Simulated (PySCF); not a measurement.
PySCF job for Sr(Cl)2 cation (Cl₂Sr), SMILES [Cl][Sr][Cl] (connectivity only; charge and spin as stated), charge +1, multiplicity 2, PBE-D3(BJ)/def2-TZVP. Geometry: PBE-D3(BJ)/def2-TZVP. The multiplicity is an assumed one; other spin states were not compared. The isomer is the one that the SMILES or the coordinates give; other isomers of the formula were not compared. The def2 effective core potentials stand for the cores of Sr; spin–orbit coupling is left out.

```python
import numpy as np
from pyscf import gto, scf, dft, df
from pyscf.hessian import thermo

mol = gto.M(
    atom='''
    Sr    0.00000000    0.00000000   -1.07222812
    Cl    0.00000000    1.35990732    1.19837261
    Cl    0.00000000   -1.35990732    1.19837261
    ''',
    basis='def2-TZVP',
    ecp={'Sr': 'def2-tzvp'},
    charge=1,
    spin=1,
    max_memory=1600,
    verbose=3,
)
mf = dft.UKS(mol, xc='pbe').density_fit(auxbasis='def2-universal-jkfit')
mf.disp = 'd3bj'
mf.grids.level = 3
mf.conv_tol = 1e-11
mf.max_cycle = 100
mf.kernel()
fine, coarse = mf.grids, dft.Grids(mol).set(level=1).build(with_non0tab=True)
for _ in range(3):  # follow internal instabilities
    mf.grids = coarse
    mo, _, stable, _ = mf.stability(return_status=True, nroots=4)
    mf.grids = fine
    if stable:
        break
    mf.kernel(mf.make_rdm1(mo, mf.mo_occ))

# [left out here: the lines that compute and print the analytic Hessian (its translational invariance restored by hand, since the grid's response is missing), thermochemistry and intensities]
```

Log of the run:

```

WARN: HOMO -0.396950366660621 >= LUMO -0.396950366660532

converged SCF energy = -950.610741224225  <S^2> = 0.75268657  2S+1 = 2.0026848
<class 'pyscf.df.df_jk.DFUKS'> wavefunction is stable in the internal stability analysis

WARN: DFTD3 does not support analytical Hessian, using finite difference


WARN: Mole.unit (angstrom) is changed to Bohr

Mode                                 0                   1                   2
Irrep
Freq [cm^-1]                      172.3408            219.2404            294.8564
Reduced mass [au]                  38.6565             39.6004             43.4095
Force const [Dyne/A]                0.6765              1.1215              2.2236
Char temp [K]                     247.9600            315.4381            424.2327
Normal mode                   x     y     z       x     y     z       x     y     z
       0  Sr                -0.00  0.00  0.04   -0.00 -0.04  0.00    0.00  0.00  0.06
       1  Cl                 0.00  0.10 -0.05   -0.00  0.06  0.09    0.00 -0.07 -0.07
       2  Cl                -0.00 -0.10 -0.05   -0.00  0.06 -0.09   -0.00  0.07 -0.07
temperature 298.1500 [K]
pressure 101325.00 [Pa]
Rotational constants [GHz] 3.85436 2.50133 1.51691
Symmetry number 2
Zero-point energy (ZPE) 0.00156 [Eh]   4105.809 [J/mol]
                           tot       elec      trans        rot        vib
Entropy [J/mol/K]       311.291      5.763    171.926    109.246     24.355
Cv [J/mol/K]             47.418      0.000     12.472     12.472     22.475
Cp [J/mol/K]             55.733      0.000     20.786     12.472     22.475
Internal energy [J/mol]                      3718.434   3718.434   8209.936
Internal energy [Eh]   -950.60478  -950.61074
Enthalpy [J/mol]                             6197.391   3718.434   8209.936
Enthalpy [Eh]          -950.60384
Gibbs free energy [J/mol]                  -45062.321 -28853.388    948.368
Gibbs free energy [Eh] -950.63919
mode   freq/cm-1   IR/(km/mol)
   1      172.34         9.317
   2      219.24         1.723
   3      294.86        41.453
max |gradient| / (hartree/bohr): 0.0002599545313678802
APT charges: [ 1.5229 -0.2615 -0.2615]
```

The calculation finished and met its thresholds.
